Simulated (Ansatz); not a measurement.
Compare A (`O=C([SiH3])S`) with its isomer B (`O=CS[SiH3]`).

Computed with Ansatz on PBE0-D4/def2-TZVP structures; ΔE is electronic, products minus reactants. CCSD(T)/CBS is the MP2 limit (def2-TZVPP, def2-QZVPP) plus CCSD(T) − MP2 in def2-TZVPP, frozen cores. Functionals use def2-TZVPP. One conformer a species, not always the lowest.

A:

```xyz
8

O     0.938   -1.084    1.123
C     0.561   -0.159    0.457
Si   -1.044   -0.270   -0.603
S     1.422    1.403    0.369
H    -1.270    1.010   -1.319
H    -0.857   -1.384   -1.562
H    -2.161   -0.560    0.326
H     2.411    1.044    1.209
```

B:

Z-matrix (Å, degrees):
```
Si
S 1 2.163
H 1 1.479 2 110.3
H 1 1.484 2 103.0 3 117.9
H 1 1.479 2 110.3 3 -124.2
C 2 1.765 1 95.3 3 62.1
O 6 1.199 2 124.8 1 -0.0
H 6 1.104 2 112.2 1 180.0
```

Problem. Which isomer does CCSD(T)/CBS put lower? Give the gap. (An estimate is asked.)

Solution. Computed: B, by 72.4 kJ/mol.

Problem. Give E(B) − E(A) in kJ/mol with PBE0-D4, r2SCAN-D4, ωB97M-V, CCSD(T)/def2-TZVPP, HF/def2-TZVPP, BLYP-D4, MP2/def2-TZVPP. (An estimate is asked.)

Solution. Ansatz gave: PBE0-D4 -72.7, r2SCAN-D4 -70.8, ωB97M-V -72.6, CCSD(T)/def2-TZVPP -71.3, HF/def2-TZVPP -76.3, BLYP-D4 -62.5, MP2/def2-TZVPP -76.2. None reverses the order clearly.

Problem. Does the order hold for the free energy at 298.15 K (harmonic terms from PBE0-D4)? (An estimate is asked.)

Solution. Ansatz gave: Yes: G(B) − G(A) = -62.8 kJ/mol, for one conformer each.

Largest T1 diagnostic: 0.017.

From BLYP to BHLYP (50 % exact exchange), in def2-TZVPP and without D4, E(B) − E(A) moves by −11.5 kJ/mol. At CCSD(T), def2-SVP lies +3.9 kJ/mol from the extrapolated value and def2-TZVPP +1.0 kJ/mol.
